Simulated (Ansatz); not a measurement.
Cost and result for the atomization energy of `[BH3-][SeH2+]` (7 atoms, 6 bonds).

```xyz
7

B    -0.847    0.367   -0.135
Se    1.184    0.089    0.420
H    -1.191   -0.666   -0.643
H    -0.727    1.318   -0.869
H    -1.318    0.624    0.945
H     1.143   -1.225    1.081
H     1.756   -0.507   -0.799
```

The species carries charge 0 and has multiplicity 1. Correlated methods include outer-core shells of Se, which these sets cover unevenly. Scalar relativity is left out up to krypton. All single points use the PBE0-D4/def2-TZVP geometry. Program: Ansatz. All runs use 2 threads of a server CPU on a shared host. Times are those of one run each, without the atoms' runs, and a repeat can differ threefold. Electronic energies, without spin–orbit coupling; frozen cores. CCSD(T)/CBS adds CCSD(T) − MP2 in def2-TZVPP to the MP2 limit, and its time is that of the two runs behind it. T1 = 0.009. With those shells the extrapolation isn't a true limit. B3LYP takes the VWN-RPA correlation (the form of Gaussian; ORCA's B3LYP/G).

CCSD(T)/CBS is a level of theory with its own doubt, some kJ/mol a heavy atom from the limit and from the frozen cores, so smaller differences don't rank the functionals.

```json
{"level": "LDA (SPW92)/def2-TZVPP", "functions": "149", "wall time": "1.1 s", "atomization (kcal/mol)": "521.1", "difference from CCSD(T)/CBS": "60.2", "per bond": "10.0"}
{"level": "revPBE-D4/def2-TZVPP", "functions": "149", "wall time": "1.6 s", "atomization (kcal/mol)": "455.4", "difference from CCSD(T)/CBS": "-5.5", "per bond": "-0.9"}
{"level": "BLYP-D4/def2-TZVPP", "functions": "149", "wall time": "2.2 s", "atomization (kcal/mol)": "459.8", "difference from CCSD(T)/CBS": "-1.1", "per bond": "-0.2"}
{"level": "PBE0-D4/def2-TZVPP", "functions": "149", "wall time": "2.3 s", "atomization (kcal/mol)": "459.3", "difference from CCSD(T)/CBS": "-1.6", "per bond": "-0.3"}
{"level": "CCSD(T)/def2-SVP", "functions": "71", "wall time": "2.7 s", "atomization (kcal/mol)": "436.2", "difference from CCSD(T)/CBS": "-24.7", "per bond": "-4.1"}
{"level": "CAM-B3LYP-D4/def2-TZVPP", "functions": "149", "wall time": "2.8 s", "atomization (kcal/mol)": "462.9", "difference from CCSD(T)/CBS": "2.0", "per bond": "0.3"}
{"level": "B3LYP-D4/def2-TZVPP (with forces)", "functions": "149", "wall time": "3.2 s", "atomization (kcal/mol)": "463.3", "difference from CCSD(T)/CBS": "2.4", "per bond": "0.4"}
{"level": "r2SCANh-D4/def2-TZVPP", "functions": "149", "wall time": "3.5 s", "atomization (kcal/mol)": "462.5", "difference from CCSD(T)/CBS": "1.6", "per bond": "0.3"}
{"level": "ωB97X-V/def2-TZVPP", "functions": "149", "wall time": "6.5 s", "atomization (kcal/mol)": "461.5", "difference from CCSD(T)/CBS": "0.6", "per bond": "0.1"}
{"level": "B97M-V/def2-TZVPP", "functions": "149", "wall time": "7 s", "atomization (kcal/mol)": "463.2", "difference from CCSD(T)/CBS": "2.3", "per bond": "0.4"}
{"level": "MP2/def2-QZVPP", "functions": "296", "wall time": "14 s", "atomization (kcal/mol)": "453.2", "difference from CCSD(T)/CBS": "-7.7", "per bond": "-1.3"}
{"level": "CCSD(T)/def2-TZVPP", "functions": "149", "wall time": "19 s", "atomization (kcal/mol)": "452.3", "difference from CCSD(T)/CBS": "-8.6", "per bond": "-1.4"}
{"level": "CCSD(T)/CBS(def2)", "functions": "–", "wall time": "33 s", "atomization (kcal/mol)": "460.9", "difference from CCSD(T)/CBS": "0.0", "per bond": "0.0"}
```

The D4 term adds +3.6 kcal/mol with B3LYP and +1.8 kcal/mol with PBE0; it sums over pairs of atoms, weighted by their polarisabilities, and B3LYP, whose exchange is more repulsive, gets the larger term. From PBE to PBE0 (25 % exact exchange), in def2-TZVPP and without D4, the atomization energy moves by −3.8 kcal/mol: exact exchange takes away binding that semilocal exchange gives to molecules. At CCSD(T), def2-SVP lies −24.7 kcal/mol from the extrapolated value and def2-TZVPP −8.6 kcal/mol: correlation converges slowly with the basis, and small sets miss more of it in the bonded molecule than in its fragments.
